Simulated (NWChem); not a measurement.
hydronium (H3O (+1)) in NWChem

```xyz
4

O      0.0000     0.0774     0.0000
H     -0.4720    -0.2067     0.8177
H     -0.4720    -0.2067    -0.8177
H      0.9443    -0.2062     0.0000
```
Charge +1, spin multiplicity 1.

Everything below was run with NWChem. Structure: optimised with B3LYP/def2-SVP, a minimum by its harmonic frequencies.

Symmetry labels belong to the abelian group Cs used in the runs, with the axes of the coordinates shown; states degenerate in a higher group split over its labels.

B3LYP has NWChem's definition, with VWN1-RPA local correlation.

List the lowest 3 singlet excitations that TD-B3LYP/aug-cc-pVDZ, VWN1-RPA local correlation gives, with oscillator strengths.


```csv
state,symmetry,energy (eV),wavelength (nm),f
1,a',11.12,111,0.043
2,a",13.44,92,0.013
3,a',13.44,92,0.013
```
